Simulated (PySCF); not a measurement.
Coordinates in bohr (charge 1 multiplicity 4):
```
Pd    0.0000    0.0000   -1.5796
Se    3.4187    0.0000    1.0467
Se   -3.4187    0.0000    1.0467
```

Computed with UPBE in PySCF with Pd def2-SVP with ECP28, Se def2-SVP; scalar-relativistic core potentials, no spin–orbit coupling; density-fitted integrals.

This geometry of PdSe₂⁺ is a stationary point at this level.

Question: What is the point group?

Answer: C2v.

Question: Is it a minimum?

Answer: Yes: all harmonic wavenumbers are real.

Question: List the harmonic modes with their infrared intensities.

Answer: 
```json
{"symmetry": "a1", "ω (cm⁻¹)": "87", "IR (km/mol)": "0.3", "type": "bend"}
{"symmetry": "a1", "ω (cm⁻¹)": "279", "IR (km/mol)": "0.0", "type": "stretch"}
{"symmetry": "b2", "ω (cm⁻¹)": "285", "IR (km/mol)": "0.4", "type": "stretch"}
```

Question: Give the atomic charges and bond orders.

Answer: 
| atom | Mulliken | Löwdin | polar tensor | spin (Mulliken) | Mayer order to Pd1 |
| --- | --- | --- | --- | --- | --- |
| Pd1 | 0.29 | -0.22 | 0.40 | 0.45 | – |
| Se2,3 | 0.35 | 0.61 | 0.30 | 1.27 | 1.43 |
Other Mayer orders above 0.3: Se–Se 0.53.

Question: Give the ideal-gas entropy at 298.15 K and 1 bar by parts.

Answer: translation 178.5, rotation 115.7, vibration 28.3, spin 11.5; total 334.0 J/(mol K).

In C2v the vibrations span 2a1 + b2. Here b1 is antisymmetric to the molecular plane and b2 lies in it.

This need not be the most stable arrangement of these atoms. Other spin states or occupations of the open shell can lie lower. At this level a doublet minimum of Cs symmetry lies 109 kJ/mol below this structure.
